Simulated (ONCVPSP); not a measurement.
## Yb (Z = 70), ONCV: configuration errors across variants

```
Element                 : Yb (Z = 70)
Generator               : ONCVPSP 4.0.1
Type                    : optimised norm-conserving Vanderbilt (ONCV)
Functional              : LDA (Perdew-Wang 92)
Relativity              : fully relativistic
Frozen core             : [Kr] 4d10 4f13
Valence charge          : 11
Reference configuration : 5s2 5p6 5d1 6s2
Partial waves           : 5s+6s: rc 1.80 bohr, ncon 4, nbas 7, qcut 7 1/bohr, 2 projectors; 5p: rc 1.45 bohr, ncon 3, nbas 8, qcut 6.6 1/bohr, 3 projectors, debl 0.9 Ha; 5d: rc 2.55 bohr, ncon 4, nbas 9, qcut 5.5 1/bohr, 2 projectors, debl 1.5 Ha
Local potential         : polynomial inside 1.25 bohr (lpopt 1, dvloc0 0 Ha)
Core correction         : none
```

Open shells are filled in proportion to 2j + 1.

In the p channel the program set the typed energies aside and used -1.076, 0.250, 1.150 Ha (j = l + 1/2; the other j can differ).

All-electron excitation energies from the reference (eV): (1) 5s2 5p6 5d1 6s1 7.466; (2) 5s2 5p6 5d1 6s0 20.855; (3) 5s2 5p6 5d2 6s1 2.809.

1 further variants failed, have other tests or another functional or relativity, and are left out.

A true bound ghost makes a file unfit for plane-wave use even where its test errors are small: the radial tests pick states by their node count and pass the ghost by.

Errors AE − PS in meV (a dash: test not solved or not reliable):

| change | (1) | (2) | (3) | bound ghosts | GHOST(+) flags above zero |
| --- | --- | --- | --- | --- | --- |
| base | +3.4 | +20 | -1.2 | d3/2 | s |
| p: rc 1.02; local potential polynomial inside 1.02 bohr (lpopt 1, dvloc0 0 Ha) | +3.4 | +20 | -1.0 | p3/2, p1/2, d3/2 | s, p3/2, d5/2, p1/2 |
| s: qcut 6.5 | +3.3 | +20 | -1.4 | d3/2 | s |
| all radii scaled by about 1.20 (s 2.16, p 1.74, d 3.06 bohr); local potential polynomial inside 1.50 bohr (lpopt 1, dvloc0 0 Ha) | +3.0 | +18 | +0.8 | p1/2 | p1/2 |

Give the same row for: s: nbas 8.

+3.4, +20, -1.3; bound ghosts: d3/2; GHOST(+) flags above zero: s.
